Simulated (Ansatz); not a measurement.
`CC[NH][GaH2]` and `CCNBN` differ in one atom or group.

Ansatz, PBE0-D4/def2-TZVP geometries, multiplicity 1. Each molecule was computed in one conformer, which needn't be the lowest.

Scalar relativity is left out up to krypton.

```json
{"property": "HOMO–LUMO gap (PBE/def2-TZVPP) / eV", "`CC[NH][GaH2]`": "4.03"}
{"property": "LUMO energy (PBE0/def2-TZVPP) / eV", "`CC[NH][GaH2]`": "-0.75"}
{"property": "HOMO–LUMO gap (PBE0/def2-TZVPP) / eV", "`CC[NH][GaH2]`": "6.00"}
{"property": "LUMO energy (B3LYP/def2-TZVPP) / eV", "`CC[NH][GaH2]`": "-1.02"}
{"property": "size of the dipole moment (ωB97M-V/def2-TZVPP) / D", "`CC[NH][GaH2]`": "0.89"}
{"property": "LUMO energy (PBE/def2-TZVPP) / eV", "`CC[NH][GaH2]`": "-1.51"}
```

(1) Give the same properties after the change, and the shifts. (Estimate.)

Results:

(1) The calculation gave: 
```csv
property,`CCNBN`,shift
HOMO–LUMO gap (PBE/def2-TZVPP) / eV,5.45,1.42
LUMO energy (PBE0/def2-TZVPP) / eV,1.11,1.86
HOMO–LUMO gap (PBE0/def2-TZVPP) / eV,7.57,1.57
LUMO energy (B3LYP/def2-TZVPP) / eV,0.76,1.78
size of the dipole moment (ωB97M-V/def2-TZVPP) / D,1.35,0.46
LUMO energy (PBE/def2-TZVPP) / eV,0.31,1.82
```

With PBE0 the HOMO rises by 0.29 eV and the LUMO rises by 1.86 eV, so the gap widens by about 1.57 eV. PBE moves the HOMO by 0.41 eV and ωB97M-V by 0.28 eV. Dipoles are sizes alone; their direction can turn.

B3LYP here is the variant with VWN-RPA as its local correlation; programs differ in this.
